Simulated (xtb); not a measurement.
F2OS, charge +1, doublet, from a rough starting geometry (a state made from the parent by changing its charge; the spin is typed, not shown lowest); GFN2-xTB in xtb 6.7.1.

xtb was given this input:
```
$ xtb mol.xyz --gfn 2 --chrg 1 --uhf 1 --opt vtight --json

# file mol.xyz
4

O      1.38391404    -0.11758708    -0.29146834
S      0.21345653     0.01575006     0.48143130
F     -0.71512460     1.26733573    -0.15780973
F     -0.93998047    -1.04079817    -0.07390791
```

The log (banner, timings and long lists left out):

```
   ID    Z sym.   atoms
    1    8 O      1
    2   16 S      2
    3    9 F      3, 4

           -------------------------------------------------
          |                Calculation Setup                |
           -------------------------------------------------

           -------------------------------------------------
          |                 G F N 2 - x T B                 |
           -------------------------------------------------

          ...................................................
          :                      SETUP                      :
          :.................................................:
          :  # basis functions                  22          :
          :  # atomic orbitals                  21          :
          :  # shells                            9          :
          :  # electrons                        25          :
          :  max. iterations                   250          :
          :  Hamiltonian                  GFN2-xTB          :
          :  restarted?                      false          :
          :  GBSA solvation                  false          :
          :  PC potential                    false          :
          :  electronic temp.          300.0000000     K    :
          :  accuracy                    1.0000000          :
          :  -> integral cutoff          0.2500000E+02      :
          :  -> integral neglect         0.1000000E-07      :
          :  -> SCF convergence          0.1000000E-05 Eh   :
          :  -> wf. convergence          0.1000000E-03 e    :
          :  Broyden damping             0.4000000          :
          :  net charge                          1          :
          :  unpaired electrons                  1          :
          ...................................................

 iter      E             dE          RMSdq      gap      omega  full diag
   1    -16.2101473 -0.162101E+02  0.111E+01    6.89       0.0  T
   2    -16.2352227 -0.250755E-01  0.541E+00    6.48       1.0  T
   3    -16.2352788 -0.560916E-04  0.234E+00    6.39       1.0  T
   4    -16.2426615 -0.738271E-02  0.131E+00    6.53       1.0  T
   5    -16.2439839 -0.132233E-02  0.519E-01    6.66       1.0  T
   6    -16.2440563 -0.724448E-04  0.168E-01    6.73       1.0  T
   7    -16.2440966 -0.402582E-04  0.622E-02    6.73       1.0  T
   8    -16.2440981 -0.153015E-05  0.233E-02    6.73       2.1  T
   9    -16.2440993 -0.114652E-05  0.719E-03    6.74       7.0  T
  10    -16.2440993 -0.577360E-08  0.261E-03    6.74      19.2  T
  11    -16.2440993 -0.473692E-08  0.816E-04    6.74      61.3  T
  12    -16.2440993 -0.625629E-09  0.872E-05    6.74     573.2  T

   *** convergence criteria satisfied after 12 iterations ***

         :::::::::::::::::::::::::::::::::::::::::::::::::::::
         ::                     SUMMARY                     ::
         :::::::::::::::::::::::::::::::::::::::::::::::::::::
         :: total energy             -16.211334987985 Eh    ::
         :: gradient norm              0.053258817113 Eh/a0 ::
         :: HOMO-LUMO gap              6.735402413057 eV    ::
         ::.................................................::
         :: SCC energy               -16.244099221818 Eh    ::
         :: -> isotropic ES            0.145404684381 Eh    ::
         :: -> anisotropic ES          0.013412860344 Eh    ::
         :: -> anisotropic XC         -0.001860965195 Eh    ::
         :: -> dispersion             -0.001562126545 Eh    ::
         :: repulsion energy           0.032764233833 Eh    ::
         :: add. restraining           0.000000000000 Eh    ::
         :: total charge               1.000000000818 e     ::
         :::::::::::::::::::::::::::::::::::::::::::::::::::::

      -----------------------------------------------------------
     |                   =====================                   |
     |                        A N C O P T                        |
     |                   =====================                   |
     |               Approximate Normal Coordinate               |
     |                Rational Function Optimizer                |
      -----------------------------------------------------------
      -----------------------------------------------------------
     |                   =====================                   |
     |                        A N C O P T                        |
     |                   =====================                   |
     |               Approximate Normal Coordinate               |
     |                Rational Function Optimizer                |
      -----------------------------------------------------------

          ...................................................
          :                      SETUP                      :
          :.................................................:
          :   optimization level         verytight          :
          :   max. optcycles                   200          :
          :   ANC micro-cycles                  20          :
          :   degrees of freedom                 6          :
          :.................................................:
          :   RF solver                   davidson          :
          :   write xtbopt.log                true          :
          :   linear?                        false          :
          :   energy convergence         0.1000000E-06 Eh   :
          :   grad. convergence          0.2000000E-03 Eh/α :
          :   maxmium RF displ.          1.0000000          :
          :   Hlow (freq-cutoff)         0.1000000E-01      :
          :   Hmax (freq-cutoff)         5.0000000          :
          :   S6 in model hess.         20.0000000          :
          ...................................................

generating ANC from exact Hessian ...
Using Lindh-Hessian (1995)
 Shifting diagonal of input Hessian by    0.0000000000000000
 Lowest  eigenvalues of input Hessian
[...]
 * total energy  :   -16.2113350 Eh     change       -0.3165468E-11 Eh
 * total energy  :   -16.2144778 Eh     change       -0.3142780E-02 Eh
 * total energy  :   -16.2167304 Eh     change       -0.2252674E-02 Eh
 * total energy  :   -16.2169874 Eh     change       -0.2569843E-03 Eh
 * total energy  :   -16.2170719 Eh     change       -0.8450966E-04 Eh
 * total energy  :   -16.2170971 Eh     change       -0.2517022E-04 Eh
 * total energy  :   -16.2171022 Eh     change       -0.5054195E-05 Eh
 * total energy  :   -16.2171026 Eh     change       -0.4322110E-06 Eh
 * total energy  :   -16.2171027 Eh     change       -0.1055544E-06 Eh
 * total energy  :   -16.2171027 Eh     change       -0.1830044E-07 Eh
   *** GEOMETRY OPTIMIZATION CONVERGED AFTER 10 ITERATIONS ***
[...]
          :  accuracy                    1.0000000          :
          :  -> integral cutoff          0.2500000E+02      :
          :  -> integral neglect         0.1000000E-07      :
          :  -> SCF convergence          0.1000000E-05 Eh   :
          :  -> wf. convergence          0.1000000E-03 e    :
          :  Broyden damping             0.4000000          :
          :  net charge                          1          :
          :  unpaired electrons                  1          :
          ...................................................

 iter      E             dE          RMSdq      gap      omega  full diag
   1    -16.2533661 -0.162534E+02  0.130E-04    7.36       0.0  T
   2    -16.2533661 -0.542144E-11  0.704E-05    7.36     710.4  T
   3    -16.2533661 -0.154188E-11  0.494E-05    7.36    1013.0  T

   *** convergence criteria satisfied after 3 iterations ***

         :::::::::::::::::::::::::::::::::::::::::::::::::::::
         ::                     SUMMARY                     ::
         :::::::::::::::::::::::::::::::::::::::::::::::::::::
         :: total energy             -16.217102716598 Eh    ::
         :: gradient norm              0.000085790480 Eh/a0 ::
         :: HOMO-LUMO gap              7.360533627135 eV    ::
         ::.................................................::
         :: SCC energy               -16.253366054047 Eh    ::
         :: -> isotropic ES            0.139348818449 Eh    ::
         :: -> anisotropic ES          0.014653487825 Eh    ::
         :: -> anisotropic XC         -0.002544003293 Eh    ::
         :: -> dispersion             -0.001564751965 Eh    ::
         :: repulsion energy           0.036263337449 Eh    ::
         :: add. restraining           0.000000000000 Eh    ::
         :: total charge               1.000000000000 e     ::
         :::::::::::::::::::::::::::::::::::::::::::::::::::::

           -------------------------------------------------
          |                Property Printout                |
           -------------------------------------------------

    * Orbital Energies and Occupations

         #    Occupation            Energy/Eh            Energy/eV
      -------------------------------------------------------------
         1        2.0000           -1.1589795             -31.5374
         2        2.0000           -1.1057052             -30.0878
         3        2.0000           -1.0609046             -28.8687
         4        2.0000           -0.9452863             -25.7226
         5        2.0000           -0.8584334             -23.3592
         6        2.0000           -0.8502532             -23.1366
         7        2.0000           -0.8401104             -22.8606
         8        2.0000           -0.8179141             -22.2566
         9        2.0000           -0.8163777             -22.2148
        10        2.0000           -0.8076732             -21.9779
        11        2.0000           -0.7962842             -21.6680
        12        2.0000           -0.7908357             -21.5197
        13        1.0000           -0.7361658             -20.0321 (HOMO)
        14                         -0.4656712             -12.6716 (LUMO)
        15                         -0.3980275             -10.8309
        16                         -0.3812086             -10.3732
        17                         -0.2467096              -6.7133
        18                         -0.1881979              -5.1211
        19                         -0.0750384              -2.0419
        20                          0.3742682              10.1844
        21                          0.8862479              24.1160
      -------------------------------------------------------------
                  HL-Gap            0.2704946 Eh            7.3605 eV
             Fermi-level           -0.6822083 Eh          -18.5638 eV

     #   Z          covCN         q      C6AA      α(0)
     1   8 O        0.860    -0.386    21.397     6.202
     2  16 S        2.435     1.886    84.687    15.489
     3   9 F        0.788    -0.250    11.764     4.051
     4   9 F        0.788    -0.250    11.764     4.051

 Mol. C6AA /au·bohr⁶  :        418.075733
 Mol. C8AA /au·bohr⁸  :      12608.019737
 Mol. α(0) /au        :         29.793303

Wiberg/Mayer (AO) data.
largest (>0.10) Wiberg bond orders for each atom

 ---------------------------------------------------------------------------
     #   Z sym  total        # sym  WBO       # sym  WBO       # sym  WBO
 ---------------------------------------------------------------------------
     1   8 O    2.083 --     2 S    1.802     3 F    0.141     4 F    0.141
     2  16 S    3.699 --     1 O    1.802     4 F    0.949     3 F    0.949
     3   9 F    1.163 --     2 S    0.949     1 O    0.141
     4   9 F    1.163 --     2 S    0.949     1 O    0.141
 ---------------------------------------------------------------------------

Topologies differ in total number of bonds
Writing topology from bond orders to xtbtopo.mol

molecular dipole:
                 x           y           z       tot (Debye)
 q only:        0.298       0.085       1.668
   full:        0.208       0.092       1.607       4.124
molecular quadrupole (traceless):
                xx          xy          yy          xz          yz          zz
 q only:       -2.865       0.237      -1.180       1.214       0.202       4.045
  q+dip:       -3.360       0.236      -1.481       0.851       0.271       4.841
   full:       -3.656       0.289      -1.322       1.032       0.252       4.977

optimized geometry written to: xtbopt.xyz

           -------------------------------------------------
          | TOTAL ENERGY              -16.217102716598 Eh   |
          | GRADIENT NORM               0.000085790480 Eh/α |
          | HOMO-LUMO GAP               7.360533627135 eV   |
           -------------------------------------------------

normal termination of xtb
```
